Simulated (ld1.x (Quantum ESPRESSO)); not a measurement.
## How hard is this Sc (Z = 21) TM potential?

ld1.x (Quantum ESPRESSO) 7.5 input, shortened:

```
&input
   title='Sc', zed=21., rel=2, dft='WC', iswitch=3,
   config='[Ar] 3d1 4s2 4p0', rel_dist='average'
 /
 &inputp
   pseudotype=2, tm=.true., lloc=0,
   nlcc=.false.
 /
3
4P  2  1   0.00   0.00  4.20  4.20  0.0
3D  3  2   1.00   0.00  1.60  1.60  0.0
4S  1  0   2.00   0.00  3.25  3.25  0.0
 &test
   configts(1)='3d1 4s2 4p0'
 /
```

Open shells are filled in proportion to 2j + 1 (rel_dist='average').

The pseudo-atom Hamiltonian at the reference potential is diagonalised in spherical Bessel functions j_l(qr) that vanish at 20 bohr, with q² up to the cutoff. All-electron valence levels (Ry): 4p1/2 -0.1071, 4p3/2 -0.1054, 3d3/2 -0.2405, 3d5/2 -0.2382, 4s -0.3083.

Problem. How do the lowest levels (Ry) of each channel move with the cutoff, and are there ghosts?

Solution.

| cutoff (Ry) | p1/2 #1 | p3/2 #1 | p3/2 #2 | d3/2 #1 | d3/2 #2 | d5/2 #1 | d5/2 #2 | s #1 | f #1 | f #2 | Σ f·Δε (mRy) |
| --- | --- | --- | --- | --- | --- | --- | --- | --- | --- | --- | --- |
| 8 | -0.1071 | -0.1054 | 0.0427 | 0.0374 | 0.1146 | 0.0374 | 0.1146 | -0.3073 | 0.1017 | 0.2185 | 278.6 |
| 15 | -0.1071 | -0.1054 | 0.0427 | 0.0362 | 0.1118 | 0.0362 | 0.1117 | -0.3082 | 0.1017 | 0.2185 | 275.4 |
| 30 | -0.1071 | -0.1054 | 0.0427 | 0.0073 | 0.0750 | 0.0071 | 0.0749 | -0.3083 | 0.1017 | 0.2185 | 246.3 |
| 45 | -0.1071 | -0.1054 | 0.0427 | -0.1686 | 0.0505 | -0.1673 | 0.0506 | -0.3083 | 0.1017 | 0.2185 | 71.3 |
| 70 | -0.1071 | -0.1054 | 0.0427 | -0.2392 | 0.0486 | -0.2370 | 0.0487 | -0.3083 | 0.1017 | 0.2185 | 1.3 |
| 100 | -0.1071 | -0.1054 | 0.0427 | -0.2404 | 0.0486 | -0.2382 | 0.0486 | -0.3083 | 0.1017 | 0.2185 | 0.1 |
| 400 | -0.1071 | -0.1054 | 0.0427 | -0.2405 | 0.0486 | -0.2382 | 0.0486 | -0.3083 | 0.1017 | 0.2185 | 0.0 |

Result: no extra level below or beside the all-electron valence levels (p1/2, p3/2, d3/2, d5/2, s, f tested); 10 mRy is reached at 60 Ry and 1 mRy at 80 Ry.

Its largest configuration-test error is +431 meV.
